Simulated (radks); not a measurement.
Spherical quantum dot in the effective-mass picture: electrons in a hard-walled sphere of radius 10.6, with a point charge +1 (a donor) at the centre, all in effective atomic units (hartree* = m*/eps^2 hartree, bohr* = eps/m* bohr), one dielectric constant everywhere. Calculated with a radial shooting solver with Libxc functionals: non-relativistic Kohn-Sham, PBEsol, spin-polarised, spherical densities. Levels are named by radial order and angular momentum (1s, 1p, 1d, 2s, ...), and open shells are averaged over m. At N = 2 the configuration is 1s2. Does electron 3 go into 1p up or 2s up?

Answer. Into 2s up. The total energies of the other choices lie higher by 0.000182 hartree* (1p up).
